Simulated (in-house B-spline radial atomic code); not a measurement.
RPA and G0W0 for Ge⁻, [Ar] 3d10 4s2 4p3, highest spin, as one setting changes: the share of exact exchange in the PBE hybrid start. A dash marks a level of low quasi-particle weight. Computed with a B-spline radial code for spherical atoms: all electrons, scalar-relativistic (spin-free one-electron X2C), finite nucleus, each spin shell either full or empty, empty states to l = 9 with an (l + 1/2)⁻⁴ tail; G0W0 by contour deformation at full frequency.

The anion's configuration is assumed.

| share of exact exchange in the PBE hybrid start | mean-field level (eV) | G0W0 level (eV) | RPA correlation (Eh) |
| --- | --- | --- | --- |
| 0.5 | -0.370 | - | -2.2706 |
| 0.6 | ? | ? | ? |
| 0.7 | ? | ? | ? |
| 0.8 | -1.367 | 4p up -1.536 | -2.1989 |
| 0.9 | -1.716 | 4p up -1.564 | -2.1766 |
| 1 | -2.070 | 4p up -1.582 | -2.1551 |

(1) What belongs in the row for 0.6?

(2) What belongs in the row for 0.7?

(3) At what share of exact exchange does G0W0 leave the highest level unchanged?

## Answers

(1) mean-field level (eV): -0.694; G0W0 level (eV): 4p up -1.435; RPA correlation (Eh): -2.2458.

(2) mean-field level (eV): -1.027; G0W0 level (eV): 4p up -1.496; RPA correlation (Eh): -2.2219.

(3) Near 0.85, where the shift changes sign (-0.169 eV at 0.8, +0.152 eV at 0.9).
